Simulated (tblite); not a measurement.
C₆H₁₁BF₂O.
SMILES with atom numbers: `[CH3:1][B:2]([CH3:3])[C@@H:4]1[C@H:5]([CH2:6][F:7])[O:8][C@@H:9]1[F:10]` (hydrogens: H11, H12, H13 on C1; H14, H15, H16 on C3; H17 on C4; H18 on C5; H19, H20 on C6; H21 on C9)

Computed with GFN2-xTB (tblite), gas phase: L-BFGS steps from a force-field or distance-geometry start until the largest atomic force falls under 0.01 eV/Å.

At the end of the run (lengths in Å): C4–C5 1.550, C5–O8 1.438, B2–C3 1.571, C5–C6 1.525, C9–F10 1.378, C5–H18 1.094, C6–H19 1.094, B2–C4–C9 122.7°, C6–C5–O8 110.0°, C1–B2–C3 121.3°, C4–C5–C6 117.7°, C1–B2–C4–C5 135°, B2–C4–C5–C6 -21°, C4–C5–C6–F7 98°, H19–C6–C5–C4 -22°, H18–C5–C6–F7 -38°.

**Question.** These geometries were met on the way; a selection of coordinates is given. Order them by energy above the end point, lowest first.
A. C4–C5 1.547, C5–O8 1.449, B2–C3 1.583, C5–C6 1.522, C9–F10 1.359, C5–H18 1.112, C6–H19 1.093, B2–C4–C9 104.6°, C6–C5–O8 120.8°, C1–B2–C3 118.5°, C4–C5–C6 124.4°, C1–B2–C4–C5 36°, B2–C4–C5–C6 50°, C4–C5–C6–F7 -49°, H19–C6–C5–C4 -172°, H18–C5–C6–F7 -175°
B. C4–C5 1.477, C5–O8 1.380, B2–C3 1.619, C5–C6 1.487, C9–F10 1.357, C5–H18 1.131, C6–H19 1.130, B2–C4–C9 107.0°, C6–C5–O8 118.5°, C1–B2–C3 112.0°, C4–C5–C6 120.7°, C1–B2–C4–C5 47°, B2–C4–C5–C6 53°, C4–C5–C6–F7 -60°, H19–C6–C5–C4 -174°, H18–C5–C6–F7 172°
C. C4–C5 1.526, C5–O8 1.457, B2–C3 1.565, C5–C6 1.505, C9–F10 1.341, C5–H18 1.107, C6–H19 1.070, B2–C4–C9 103.0°, C6–C5–O8 118.0°, C1–B2–C3 115.9°, C4–C5–C6 123.2°, C1–B2–C4–C5 41°, B2–C4–C5–C6 54°, C4–C5–C6–F7 -56°, H19–C6–C5–C4 -174°, H18–C5–C6–F7 174°
D. C4–C5 1.552, C5–O8 1.436, B2–C3 1.580, C5–C6 1.533, C9–F10 1.366, C5–H18 1.094, C6–H19 1.095, B2–C4–C9 123.9°, C6–C5–O8 111.6°, C1–B2–C3 120.9°, C4–C5–C6 118.5°, C1–B2–C4–C5 89°, B2–C4–C5–C6 -12°, C4–C5–C6–F7 24°, H19–C6–C5–C4 -95°, H18–C5–C6–F7 -111°
E. C4–C5 1.550, C5–O8 1.438, B2–C3 1.574, C5–C6 1.523, C9–F10 1.362, C5–H18 1.103, C6–H19 1.095, B2–C4–C9 111.8°, C6–C5–O8 114.9°, C1–B2–C3 119.8°, C4–C5–C6 126.2°, C1–B2–C4–C5 43°, B2–C4–C5–C6 24°, C4–C5–C6–F7 -29°, H19–C6–C5–C4 -148°, H18–C5–C6–F7 -159°

**Answer.** D (0.221 eV), E (0.356 eV), A (0.572 eV), C (0.938 eV), B (1.578 eV).

| step | E above end (eV) | rms distance from the end, all atoms (Å) | largest force (eV/Å) | rms shift of all bonds from the end (Å) |
| --- | --- | --- | --- | --- |
| 69 | 0.221 | 0.878 | 0.209 | 0.005 |
| 37 | 0.356 | 1.375 | 0.147 | 0.006 |
| 10 | 0.572 | 1.473 | 0.465 | 0.011 |
| 2 | 0.938 | 1.479 | 0.985 | 0.017 |
| 0 | 1.578 | 1.483 | 3.084 | 0.031 |

Rows stand in the order of the answer.
